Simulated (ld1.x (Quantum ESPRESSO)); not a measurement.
**PBEsol PAW dataset for praseodymium, scalar-relativistic all-electron reference.**

Pr (Z = 59), PAW, made with ld1.x (Quantum ESPRESSO) 7.5 (PBEsol, scalar-relativistic). Core [Kr] 4d10, reference 4f2.5 5s2 5p6 5d0.5 6s2 6p0. Waves: 5s (bound): rcut 2.50, rcutus 2.70 bohr; 6s (bound): rcut 2.50, rcutus 2.70 bohr; 5p (bound): rcut 2.35, rcutus 2.85 bohr; 6p (bound, empty): rcut 2.35, rcutus 2.85 bohr; 5d (bound): rcut 2.05, rcutus 2.85 bohr; 5d channel at 0.7 Ry: rcut 2.05, rcutus 2.85 bohr; 4f (bound): rcut 0.80, rcutus 1.10 bohr; 4f channel at 0.25 Ry: rcut 0.80, rcutus 1.10 bohr. Local part: all-electron potential smoothed inside 0.90 bohr (lloc = -1). Core correction: Bessel-smoothed model core inside 1.00 bohr. Augmentation charge: PSQ, inside the norm-conserving radii.

All-electron outer shells of the reference configuration (PBEsol, scalar-relativistic, ld1.x):

```json
{"shell": "4p", "level (eV)": "-218.08", "outermost node (bohr)": "0.32", "outermost maximum (bohr)": "0.60"}
{"shell": "4d", "level (eV)": "-113.37", "outermost node (bohr)": "0.30", "outermost maximum (bohr)": "0.64"}
{"shell": "5s", "level (eV)": "-40.56", "outermost node (bohr)": "0.74", "outermost maximum (bohr)": "1.35"}
{"shell": "5p", "level (eV)": "-22.69", "outermost node (bohr)": "0.79", "outermost maximum (bohr)": "1.53"}
{"shell": "6s", "level (eV)": "-3.67", "outermost node (bohr)": "1.79", "outermost maximum (bohr)": "3.75"}
{"shell": "4f", "level (eV)": "-3.58", "outermost node (bohr)": "–", "outermost maximum (bohr)": "0.69"}
{"shell": "5d", "level (eV)": "-2.51", "outermost node (bohr)": "0.90", "outermost maximum (bohr)": "2.19"}
{"shell": "6p", "level (eV)": "-1.29", "outermost node (bohr)": "2.14", "outermost maximum (bohr)": "4.94"}
```

Q: Is a potential produced?

A: No. ld1.x (Quantum ESPRESSO) 7.5 stopped with "new_paw_hamiltonian: negative rho": the spherical valence density built from the smooth waves and the augmentation charge turned negative at some radius.
